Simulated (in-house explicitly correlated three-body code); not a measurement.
Computed with an exponentially correlated three-body code. Model: two electrons around a point charge, non-relativistic, variational in 260 exponentially correlated functions (energies converged to about 1e-7 hartree, or 1e-8 relative for large Z).

For two electrons in a singlet the Kohn-Sham orbital is the square root of half the density, so the exact Kohn-Sham potential and energy parts follow from the density alone, and exchange is minus half the Hartree energy. The Kohn-Sham level equals minus the binding energy of the second electron.

Command:
```bash
python run_hyl.py task.json out
```
Settings (lengths in bohr, energies in hartree):
```
Z                      2.58
interaction_strength   1
functions              260
states_tried           13
```

Run time, properties included: 31 s on 1 thread of Intel(R) Xeon(R) Platinum 8488C (Sapphire Rapids), with other jobs on the host.

**Those bound S and P states to n = 4 that converged, binding against the one-electron ion.**

Given: nuclear charge 2.58.

Computed: one-electron threshold -3.3282 hartree.

```json
{"term": "1 1S", "energy (hartree)": "-5.19840678", "binding (eV)": "50.891", "quantum defect": "0.18305"}
{"term": "2 3S", "energy (hartree)": "-3.7253691", "binding (eV)": "10.808", "quantum defect": "0.22722"}
{"term": "2 1S", "energy (hartree)": "-3.67294114", "binding (eV)": "9.3809", "quantum defect": "0.09719"}
{"term": "2 3P", "energy (hartree)": "-3.6592045", "binding (eV)": "9.0071", "quantum defect": "0.058108"}
{"term": "2 1P", "energy (hartree)": "-3.63628029", "binding (eV)": "8.3833", "quantum defect": "-0.012844"}
{"term": "3 3S", "energy (hartree)": "-3.4896372", "binding (eV)": "4.3929", "quantum defect": "0.21939"}
{"term": "3 1S", "energy (hartree)": "?", "binding (eV)": "?", "quantum defect": "?"}
{"term": "3 3P", "energy (hartree)": "-3.47259118", "binding (eV)": "3.9291", "quantum defect": "0.059835"}
{"term": "3 1P", "energy (hartree)": "-3.46563036", "binding (eV)": "3.7397", "quantum defect": "-0.013705"}
{"term": "4 3S", "energy (hartree)": "-3.41542131", "binding (eV)": "2.3734", "quantum defect": "0.21705"}
{"term": "4 1S", "energy (hartree)": "-3.40996925", "binding (eV)": "2.2251", "quantum defect": "0.092967"}
{"term": "4 3P", "energy (hartree)": "?", "binding (eV)": "?", "quantum defect": "?"}
{"term": "4 1P", "energy (hartree)": "-3.40567503", "binding (eV)": "2.1082", "quantum defect": "-0.013851"}
```

Task: What belongs in the row 3 1S?

Result: energy (hartree): -3.47599377; binding (eV): 4.0217; quantum defect: 0.093877.

Task: What belongs in the row 4 3P?

Result: energy (hartree): -3.40861817; binding (eV): 2.1883; quantum defect: 0.060283.

**Converged states only, values per electron or pair.**

| term | mean r (bohr) | mean r squared (bohr²) | mean inverse r (1/bohr) | mean r12 (bohr) | mean inverse r12 (1/bohr) | mean cosine | mean p1 dot p2 (bohr⁻²) | delta r1 (bohr⁻³) | delta r12 (bohr⁻³) |
| --- | --- | --- | --- | --- | --- | --- | --- | --- | --- |
| 1 1S | 0.68262 | 0.6367 | 2.2681 | 1.0331 | 1.3063 | -0.050468 | 0.23411 | 4.1986 | 0.29957 |
| 2 3S | 1.8039 | 5.5693 | 1.5179 | 3.1089 | 0.38145 | -0.01397 | 0.013232 | 2.8791 | - |
| 2 1S | 2.022 | 7.2052 | 1.4974 | 3.5255 | 0.3805 | -0.01504 | 0.016547 | 2.8513 | 0.032183 |
| 2 3P | 1.7583 | 5.4397 | 1.4976 | 3.0333 | 0.40912 | -0.049168 | -0.18409 | 2.6947 | - |
| 2 1P | 1.9008 | 6.4321 | 1.4846 | 3.2761 | 0.38784 | 0.0040104 | 0.14458 | 2.7382 | 0.0041569 |
| 3 3S | ? | ? | ? | ? | ? | ? | ? | ? | - |
| 3 1S | 4.3058 | 36.842 | 1.3807 | 8.0581 | 0.1723 | -0.0046129 | 0.00475 | 2.7663 | 0.0093253 |
| 3 3P | ? | ? | ? | ? | ? | ? | ? | ? | - |
| 3 1P | 4.2866 | 36.993 | 1.3769 | 8.0173 | 0.1737 | 0.0012755 | 0.043644 | 2.7346 | 0.0014176 |
| 4 3S | 7.0933 | 104.35 | 1.3428 | 13.623 | 0.098189 | -0.0016469 | 0.0014269 | 2.7486 | - |
| 4 1S | 7.5408 | 118.5 | 1.3406 | 14.516 | 0.097538 | -0.00195 | 0.0019687 | 2.7468 | 0.0038722 |
| 4 3P | 7.34 | 113.05 | 1.3406 | 14.118 | 0.10026 | -0.0054726 | -0.019676 | 2.729 | - |
| 4 1P | 7.6224 | 122.14 | 1.339 | 14.678 | 0.098012 | 0.00054116 | 0.018477 | 2.7338 | 0.00062599 |

Task: What belongs in the row 3 3S?

Result: mean r (bohr): 3.974; mean r squared (bohr²): 31.048; mean inverse r (1/bohr): 1.3862; mean r12 (bohr): 7.3992; mean inverse r12 (1/bohr): 0.17345; mean cosine: -0.0040227; mean p1 dot p2 (bohr⁻²): 0.0035566; delta r1 (bohr⁻³): 2.7717.

Task: What belongs in the row 3 3P?

Result: mean r (bohr): 4.0747; mean r squared (bohr²): 33.291; mean inverse r (1/bohr): 1.3807; mean r12 (bohr): 7.6049; mean inverse r12 (1/bohr): 0.17929; mean cosine: -0.01343; mean p1 dot p2 (bohr⁻²): -0.048844; delta r1 (bohr⁻³): 2.7228.

**Exact Kohn-Sham parts of the ground state from its density.**

Computed: total energy -5.19840678 hartree; Kohn-Sham kinetic 5.1596 hartree; exchange energy -1.3881 hartree; DFT correlation energy -0.043037 hartree; potential part of the DFT correlation energy -0.08181 hartree; exact minus restricted Hartree-Fock -0.043011 hartree; Kohn-Sham level -50.891 eV; restricted Hartree-Fock level -51.246 eV; dipole polarisability 0.39145 bohr³; C6 of two such species 0.225 hartree·bohr⁶.

Task: What is the kinetic part of the DFT correlation energy?

Result: 0.038772 hartree.

Task: What is the Hartree energy?

Result: 2.7763 hartree.

**Functionals on the exact density and self-consistent, errors are functional minus exact, hybrids only self-consistent, a dash where a self-consistent run leaves the top level unbound.**

```csv
result,exchange error (millihartree),correlation error (millihartree),functional driven error (millihartree),density driven error (millihartree),self consistent total error (millihartree),top level plus exact binding (eV)
BLYP,3.4537,-3.3744,0.079283,-1.4417,-1.3624,12.301
B3LYP VWN-RPA,-,-,-,-,?,?
OLYP,1.9626,-3.3744,-1.4118,-1.4214,-2.8333,12.397
PBE,?,?,?,?,?,?
PW91,15.496,-5.8401,9.6558,-1.1083,8.5474,12.392
wB97X,-,-,-,-,-2.8949,6.704
LDA VWN5,193.31,-83.844,109.47,-1.9259,107.54,13.102
r2SCAN,-4.7713,3.5117,-1.2596,-0.28227,-1.5419,11.349
PBEsol,80.851,-12.189,68.663,-1.1091,67.554,12.986
TPSS,-4.4041,-1.7751,-6.1792,-0.28132,-6.4605,11.712
M06-L,-16.03,-0.16956,-16.199,-2.2917,-18.491,11.234
LDA PW92,193.31,-83.282,110.03,-1.9384,108.09,13.11
RPBE,-4.0176,-0.77475,-4.7924,-1.1676,-5.9599,12.439
PBE0,-,-,-,-,13.587,9.1488
AM05,148.52,-67.021,81.503,-1.3025,80.2,13.137
r2SCAN0,-,-,-,-,-0.18371,8.2903
BP86,3.4537,-1.4275,2.0261,-0.70359,1.3225,12.412
revTPSS,-3.8399,-4.6415,-8.4815,-0.17187,-8.6533,11.487
SCAN,-4.7713,3.5117,-1.2596,-0.28227,-1.5419,11.349
HSE06,-,-,-,-,11.814,9.5512
```

Task: What belongs in the row B3LYP VWN-RPA?

Result: self consistent total error (millihartree): -8.8548; top level plus exact binding (eV): 9.4808.

Task: What belongs in the row PBE?

Result: exchange error (millihartree): 19.724; correlation error (millihartree): -0.77475; functional driven error (millihartree): 18.949; density driven error (millihartree): -1.0691; self consistent total error (millihartree): 17.88; top level plus exact binding (eV): 12.547.

The density-driven part is never positive, since each functional's own density lowers its energy. Here it is small beside the functional-driven part (median ratio 0.11), the normal case. The correlation energy of density-functional theory lies 0.027 millihartree below exact minus Hartree-Fock, because the Hartree-Fock density, unlike the exact one, minimises the Hartree-Fock energy.
